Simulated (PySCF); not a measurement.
C3H12Si3, SMILES C=CC([SiH3])([SiH3])[SiH3].

Coordinates come from a PBE-D3(BJ)/def2-SVP optimisation. The structure was generated by enumeration, and PubChem lists no compound with its InChIKey, so it may never have been made. Other conformers were not sampled.

All values below come from PBE/def2-TZVP (PySCF).

Symmetry labels are those of the subgroup Cs that the program uses (full group Cs).

Q: List the valence orbital energies around the gap with their symmetry. (The exact figures need the calculation; the answer reports its results.)

A: 
| orbital | symmetry | energy (eV) |
|---|---|---|
| HOMO−7 | A' | -8.71 |
| HOMO−6 | A" | -8.49 |
| HOMO−5 | A' | -8.28 |
| HOMO−4 | A' | -8.21 |
| HOMO−3 | A" | -8.10 |
| HOMO−2 | A" | -7.92 |
| HOMO−1 | A' | -7.33 |
| HOMO | A" | -6.26 |
| LUMO | A" | -1.44 |
| LUMO+1 | A' | -0.82 |
| LUMO+2 | A' | -0.42 |
| LUMO+3 | A" | -0.14 |
